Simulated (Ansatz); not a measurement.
A nudged elastic band was laid between two geometries of ClGeH₅N₂O (10 atoms, charge 0, multiplicity 1).

These are results of RKS B3LYP/def2-SVP in Ansatz 0.2.0, not measurements.

```json
{"movable images": "5", "climbing image": "yes", "spring": "5.0 eV/Å²", "optimiser": "quadratic models (default)", "start path": "through a guess of the saddle point", "force threshold": "0.05 eV/Å", "iteration limit": "60", "end points": "relaxed"}
```

First end point:

```xyz
10
Properties=species:S:1:pos:R:3
N -1.608 0.264 -0.319
Ge 0.173 0.176 0.042
N 0.508 -1.414 0.829
O 1.317 0.223 -1.321
Cl 0.567 1.990 1.217
H -1.923 -0.370 -1.052
H -1.965 1.201 -0.490
H -0.046 -1.621 1.657
H 1.490 -1.628 0.992
H 1.569 1.127 -1.552
```

Last end point:

```xyz
10
Properties=species:S:1:pos:R:3
N -1.610 0.263 -0.318
Ge 0.172 0.177 0.040
N 0.507 -1.413 0.830
O 1.315 0.223 -1.323
Cl 0.569 1.995 1.210
H -1.968 1.200 -0.493
H -1.927 -0.373 -1.047
H -0.044 -1.620 1.659
H 1.488 -1.630 0.987
H 1.580 1.127 -1.542
```

Problem. Which bonds break or form, and what moves?

Solution. No bond is made or broken. The height of N1 over the plane of its neighbours goes from -0.32 to 0.32 Å. The two ends are copies of one structure, up to a mirror image or an exchange of like atoms.

Problem. What energy profile does the band end with?

Solution. It converged. The highest image is number 4 of 0 to 6, 0.121 eV above the ends, which have the same energy within 2 meV. A vibrational analysis at the climbing image gives one clearly imaginary mode, 101i cm⁻¹: a first-order saddle point.

```json
{"image": "0", "path coordinate (Å)": "0.00", "energy (eV)": "0.000", "height of N1 over the plane of its neighbours (Å)": "-0.32"}
{"image": "1", "path coordinate (Å)": "0.64", "energy (eV)": "0.020", "height of N1 over the plane of its neighbours (Å)": "-0.34"}
{"image": "2", "path coordinate (Å)": "1.28", "energy (eV)": "0.048", "height of N1 over the plane of its neighbours (Å)": "-0.35"}
{"image": "3", "path coordinate (Å)": "1.92", "energy (eV)": "0.056", "height of N1 over the plane of its neighbours (Å)": "-0.33"}
{"image": "4", "path coordinate (Å)": "2.56", "energy (eV)": "0.121", "height of N1 over the plane of its neighbours (Å)": "0.21"}
{"image": "5", "path coordinate (Å)": "3.68", "energy (eV)": "0.083", "height of N1 over the plane of its neighbours (Å)": "0.33"}
{"image": "6", "path coordinate (Å)": "4.79", "energy (eV)": "0.000", "height of N1 over the plane of its neighbours (Å)": "0.32"}
```

Problem. What is the geometry of the highest image?

Solution. 
```xyz
10
Properties=species:S:1:pos:R:3:forces:R:3
N -1.527 0.412 -0.432 0.01 0.01 -0.01
Ge 0.219 0.213 -0.016 0.03 0.00 0.00
N 0.566 -1.359 0.835 -0.02 0.05 -0.01
O 1.122 0.354 -1.535 -0.01 -0.03 -0.01
Cl 0.971 1.876 1.212 0.00 0.01 0.01
H -1.755 0.410 -1.421 -0.01 0.00 0.00
H -2.259 0.008 0.143 0.00 -0.01 0.00
H -0.249 -1.792 1.266 0.02 -0.01 0.01
H 1.333 -1.328 1.505 -0.01 -0.01 -0.01
H 1.663 1.155 -1.554 0.00 0.00 0.01
```

Problem. What are the harmonic wavenumbers there?

Solution. 101i, 100, 172, 200, 214, 224, 235, 254, 274, 393, 502, 690, 734, 739, 819, 902, 916, 1516, 1542, 3532, 3573, 3630, 3685, 3839 cm⁻¹.

The run took 4.7 min on 2 threads of Arm Neoverse V1, with other jobs on the host, peak memory 0.31 GiB.
